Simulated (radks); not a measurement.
The mean radii <r> (bohr) of the occupied orbitals of an atom or ion are listed with their occupations. Calculated with a radial shooting solver on a logarithmic mesh with Libxc functionals: scalar-relativistic Kohn-Sham, Wu-Cohen GGA, spin-polarised, spherical densities, finite nucleus; Fermi nuclear charge, rms radius of each element as measured or else 0.836 A^(1/3) + 0.57 fm.

| orbital | occ. | <r> |
|---|---|---|
| 1s up | 1 | 0.1307 |
| 1s down | 1 | 0.1306 |
| 2s up | 1 | 0.6702 |
| 2s down | 1 | 0.6742 |
| 2p up | 3 | 0.6380 |
| 2p down | 2 | 0.6447 |

Name the element and its charge. Open shells, if any, are filled with parallel spins first.

Answer. Z = 12, magnesium, charge +3: Mg3+ in [He] 2s2 2p5. The 1s radius gives Z: for a bare nucleus <r> = (2 gamma + 1)/(2Z) with gamma = sqrt(1 - (Z/c)^2), 0.1247 bohr for Z = 12, and screening makes it slightly larger (0.1307 here). The occupations add up to 9, and the charge is Z minus that.
